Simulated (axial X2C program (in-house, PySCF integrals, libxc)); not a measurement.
# Potential curves of SnP, with spin–orbit coupling

Calculated with an axial X2C code built on PySCF integrals. Two-component (2c) means X2C with spin–orbit coupling and atomic mean-field two-electron Coulomb and Gaunt terms. Basis: Sn dyall-cv3z [11s12p9d4f1g], P dyall-v3z [8s7p2d1f] (cores contracted in-house); Gaussian nuclei, density fitting, unrestricted open shells. Masses: Sn 119.902 u, P 30.974 u.

State: Ω = 3/2 (⟨Sz⟩ = 0.50, ⟨Lz⟩ = 1.00 at HF). Energies in cm⁻¹ from the lowest point of each curve. Fits are polynomials in 1 − R0/R over 0.85 to 1.23 times the lowest point R0.

```csv
R (Å),HF
2.0480,10711
2.1421,5473
2.2128,3005
2.2834,1412
2.3540,473
2.4364,0
2.5188,27
2.6247,578
2.7542,1734
```

The state is a single determinant with fixed occupations, the lowest that a limited PBE0 search found. PBE0 can misorder states that lie within some tenths of an eV, so this need not be the ground state of the molecule. The nearest other 2c determinant of the search, Ω = 1/2, lies 0.11 eV up at the distance of the search. The determinant is spin-polarised beyond a pure state at some levels (its spin-free form has ⟨S²⟩ too high), which makes Re and μ there less reliable. The stretched end of a curve changes character and is left out.

(1) Fit the HF curve near its minimum: give the equilibrium distance and the harmonic wavenumber.

## Answers

(1) At HF, 2c: Re = 2.472 Å, ωe ≈ 296 cm⁻¹; Be follows as 0.112 cm⁻¹.
